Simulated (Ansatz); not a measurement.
Ansatz (a program for electronic structure) input (CCSD(T)/aug-cc-pV(D+d)Z):
A basis named .json is the Basis Set Exchange file of that set.

Ansatz 0.2 input:
```yaml
crystal:
  periodic: [false, false, false]
  atoms:
    - {symbol: C, position_ang: [-0.06547347, -0.27621392, -0.88274398]}
    - {symbol: C, position_ang: [-1.20312415, -0.46372147, 0.01665988]}
    - {symbol: Cl, position_ang: [-2.18182911, 1.11398697, 0.12894635]}
    - {symbol: C, position_ang: [1.17386005, 0.34026456, -0.41121223]}
    - {symbol: Cl, position_ang: [2.22427000, -0.93494098, 0.44326151]}
    - {symbol: H, position_ang: [-0.14182300, -0.59831085, -1.91212415]}
    - {symbol: H, position_ang: [-0.90483894, -0.66858765, 1.04176552]}
    - {symbol: H, position_ang: [-1.91268687, -1.20723568, -0.32949217]}
    - {symbol: H, position_ang: [1.79853440, 0.72565892, -1.20956492]}
    - {symbol: H, position_ang: [1.00774485, 1.10271835, 0.34566010]}
basis:
  gaussian:
    orbitals: aug-cc-pV_D+d_Z.json
magnetization: {spin_polarized: true, initial_magnetization: 1}
correlation: {method: ccsd_t, electrons: outside_noble_gas}
output: {forces: true}
```

End of the output:

```
integrals: 1.15 GiB planned
1735 factors; integrals over basis functions are off by at most 5.9e-4 eV
mean field: 1.46 GiB planned
mean field evaluation 1: about -28174.9138 eV, gradient 1.8e1 eV
mean field evaluation 2: about -28174.9386 eV, gradient 1.8e1 eV
mean field evaluation 4: about -28177.4133 eV, gradient 3.1e0 eV
mean field evaluation 8: about -28177.5169 eV, gradient 1.9e-1 eV
mean field evaluation 16: about -28174.9115 eV, gradient 1.8e1 eV
mean field -28177.51764625 eV, -1035.5046740923 hartree, gradient 2.0e-6 eV, S^2 0.773150; 0 other end points of the search recorded, 0 dependent functions left out
13 core orbitals not correlated
reference -28177.51764625 eV, -1035.5046740923 hartree; 16, 15 occupied and 149, 150 virtual orbitals, 1735 factors
too little memory for Intel AMX tiles; the run may be slower
densities: 5.92 GiB planned
second order -19.36065331 eV of doubles, -0.00000000 eV of singles
coupled cluster: 5.05 GiB planned
cycle   1  -20.47219381 eV  change    -1.1e0 eV  update   9.9e-2
cycle   2  -20.98548967 eV  change   -5.1e-1 eV  update   3.0e-2
cycle   3  -21.09656246 eV  change   -1.1e-1 eV  update   1.6e-2
cycle   4  -21.09737767 eV  change   -8.2e-4 eV  update   5.6e-3
cycle   5  -21.09658324 eV  change    7.9e-4 eV  update   2.8e-3
cycle   6  -21.09700284 eV  change   -4.2e-4 eV  update   1.1e-3
cycle   7  -21.09717495 eV  change   -1.7e-4 eV  update   5.1e-4
cycle   8  -21.09722742 eV  change   -5.2e-5 eV  update   2.3e-4
cycle   9  -21.09719613 eV  change    3.1e-5 eV  update   1.0e-4
cycle  10  -21.09715833 eV  change    3.8e-5 eV  update   4.4e-5
cycle  11  -21.09717679 eV  change   -1.8e-5 eV  update   2.1e-5
cycle  12  -21.09718292 eV  change   -6.1e-6 eV  update   1.0e-5
cycle  13  -21.09718705 eV  change   -4.1e-6 eV  update   4.3e-6
cycle  14  -21.09718722 eV  change   -1.7e-7 eV  update   2.0e-6
perturbative correction -0.74184622 eV, -0.0272623456 hartree
the calculation of the forces begins
Total energy: -28199.35667969 eV, -1036.3072437681 hartree
Atom 0 at    -0.065473    -0.276214    -0.882744 Å, force    -0.021229    -0.089558    -0.286215 eV/Å
Atom 1 at    -1.203124    -0.463721     0.016660 Å, force    -0.426058     0.347532     0.204800 eV/Å
Atom 2 at    -2.181829     1.113987     0.128946 Å, force     0.026777    -0.002318    -0.013458 eV/Å
Atom 3 at     1.173860     0.340265    -0.411212 Å, force     0.463962    -0.187626     0.306240 eV/Å
Atom 4 at     2.224270    -0.934941     0.443262 Å, force    -0.028417    -0.004600    -0.008651 eV/Å
Atom 5 at    -0.141823    -0.598311    -1.912124 Å, force    -0.036023    -0.151970    -0.485678 eV/Å
Atom 6 at    -0.904839    -0.668588     1.041766 Å, force     0.162416    -0.098071     0.486995 eV/Å
Atom 7 at    -1.912687    -1.207236    -0.329492 Å, force    -0.331104    -0.352957    -0.177244 eV/Å
Atom 8 at     1.798534     0.725659    -1.209565 Å, force     0.289127     0.175865    -0.388717 eV/Å
Atom 9 at     1.007745     1.102718     0.345660 Å, force    -0.099451     0.363702     0.361927 eV/Å
Dipole moment:    -0.017639    -0.074413    -0.237814 e Å
```

It need not be the lowest isomer of its formula.
